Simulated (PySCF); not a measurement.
## B (boron, neutral) across methods

[He] 2s1 2p1 3s1, high-spin 4P determinant (an excited configuration). All numbers are calculated (PySCF 2.14, scalar relativity by spin-free X2C-1e, in aug-cc-pVDZ-DK).

| method | E (hartree) | mean ε 2s α (eV) | mean ε 2p α (eV) | mean ε 3s α (eV) | Σ⟨r²⟩ (bohr²) | ⟨S²⟩ |
| --- | --- | --- | --- | --- | --- | --- |
| PBEsol | -24.1416 | -15.266 | -9.393 | -1.818 | 43.09 | 3.750 |
| B3LYP | -24.3164 | -16.547 | -10.704 | -2.033 | 42.88 | 3.750 |
| HSE06 | -24.2868 | -16.570 | -10.652 | -1.903 | 43.03 | 3.750 |
| LDA | -24.0132 | -15.265 | -9.402 | -1.827 | 42.82 | 3.750 |
| TPSSh | -24.3210 | -16.158 | -10.281 | -1.964 | 43.20 | 3.750 |
| r2SCAN | -24.3045 | -15.807 | -9.949 | -1.801 | 43.14 | 3.750 |
| PBE0 | -24.2832 | -17.005 | -11.042 | -2.225 | 43.05 | 3.750 |
| UHF | -24.23716 | -21.582 | -15.247 | -3.064 | 43.18 | 3.750 |

**Question.** Estimate the same row for PBE.

**Answer.** E (hartree) = -24.2742; mean ε 2s α (eV) = -15.359; mean ε 2p α (eV) = -9.557; mean ε 3s α (eV) = -1.849; Σ⟨r²⟩ (bohr²) = 43.00; ⟨S²⟩ = 3.750.

The outer electron is Rydberg-like, and this basis confines it to a smaller radius and binds it less than a complete one would.
